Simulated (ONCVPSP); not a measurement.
# Potentials for Mg (Z = 12) compared

Generated with ld1.x 7.5 (TM, RRKJ, ultrasoft, PAW), atompaw 4.2 or ONCVPSP 4.0.1. The cutoff is in Ry: for ld1.x and atompaw files where the sum of valence levels is converged to 10 mRy in a Bessel basis, for ONCV files where the hardest occupied wave has 1 mHa per electron of residual kinetic energy. The error is the largest all-electron minus pseudo excitation energy over each file’s own four to seven test configurations (ionisations up to +4, promotions, holes and added fractions of an electron), all of which were solved. The labels leave out finer settings (local radius, basis sizes, second energies), which also bear on the numbers. Spin-polarised tests are not counted. The rows are a selection from randomly drawn settings: files with unsolved tests, undetermined cutoffs or missed reference levels are left out.

```csv
potential,cutoff (Ry),largest error (meV),bound ghosts
"ONCV, PBE, scalar-relativistic, rc 1.30/0.80/1.20 (spd), local smoothed, core correction yes, reference 2s2 2p6 3s2, qcut 10.7/17.7/7.9, projectors 2/1/2",227,-15,none
"ONCV, Wu-Cohen, scalar-relativistic, rc 1.20/1.20/1.00 (spd), local d, core correction no, reference 2s2 2p6 3s1, qcut 9.2/13/8.8, projectors 2/1/0",126,-37,none
"ONCV, LDA (Perdew-Zunger), scalar-relativistic, rc 1.15/1.10 (sp), local p, core correction no, reference 2s2 2p6 3s1, qcut 10.9/14.2, projectors 2/0",152,-88,none
"ONCV, PBE, non-relativistic, rc 1.40/0.85/1.45 (spd), local smoothed, core correction yes, reference 2s2 2p6 3s1.5, qcut 11/14.3/7.2, projectors 3/2/2",166,-9.0,none
"ONCV, LDA (Perdew-Wang 92), scalar-relativistic, rc 1.40/1.35/1.50 (spd), local smoothed, core correction yes, reference 2s2 2p6 3s1 3p1, qcut 8.9/10.2/5.6, projectors 2/2/2",84,-1.1,none
"ONCV, LDA (Perdew-Wang 92), scalar-relativistic, rc 0.70/1.00 (sp), local smoothed, core correction yes, reference 2s2 2p6, qcut 10.7/16.5, projectors 2/2",361,+82,none
```

Fill in the row for Mg: ONCV, PBE, non-relativistic, rc 1.35/1.05 (sp), local smoothed, core correction yes, reference 2s2 2p6 3s2, qcut 10.5/10.9, projectors 2/3.

cutoff 111 Ry, largest error -1.8 meV, bound ghosts: none.

Fill in the row for Mg: ONCV, BLYP, scalar-relativistic, rc 1.20/1.30 (sp), local smoothed, core correction yes, reference 2s2 2p6 3s1 3p1, qcut 8.3/10.7, projectors 3/2.

cutoff 92 Ry, largest error -1.0 meV, bound ghosts: none.
